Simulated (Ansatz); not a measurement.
Stepwise reaction of `N[SiH]([SiH3])[SiH3]` with ammonia, as a gas-phase model of exchange steps in deposition or etching. ΔE in kJ/mol; ΔG adds harmonic PBE0-D4 terms to CCSD(T)/CBS, at 1 bar.

Gas-phase electronic energies from Ansatz, PBE0-D4/def2-TZVP geometries. CCSD(T)/CBS adds triple-zeta CCSD(T) − MP2 to the extrapolated MP2 energy (def2 sets, frozen cores). This one scheme is used for every species. Functionals use def2-TZVPP. B3LYP here is the variant with VWN-RPA as its local correlation; programs differ in this. Each species was taken in one conformer, which may not be the lowest.

| step | reaction | PBE-D4 | B3LYP-D4 | ωB97M-V | CCSD(T)/CBS | ΔG(500 K) |
| --- | --- | --- | --- | --- | --- | --- |
| 1 | `N[SiH]([SiH3])[SiH3]` + NH₃ → `N[SiH](N)[SiH3]` + SiH₄ | -39.8 | -56.9 | -61.9 | -56.9 | -55.5 |
| 2 | `N[SiH](N)[SiH3]` + NH₃ → `N[SiH](N)N` + SiH₄ | -58.5 | -76.7 | -84.4 | -79.0 | -72.8 |

(1) By hand: ΔE of the 2 steps together at CCSD(T)/CBS.

Results:

(1) (-56.9) + (-79.0) = -135.9 kJ/mol, or -68.0 kJ/mol a step.

In ΔE each step is lower than the one before. All are downhill at CCSD(T)/CBS. ΔG lies between -72.8 and -55.5 kJ/mol a step. PBE-D4 differs from CCSD(T)/CBS by 17.1 to 20.5 kJ/mol a step. Isolated molecules leave out the surface, adducts and barriers. Largest T1 diagnostic: 0.013.
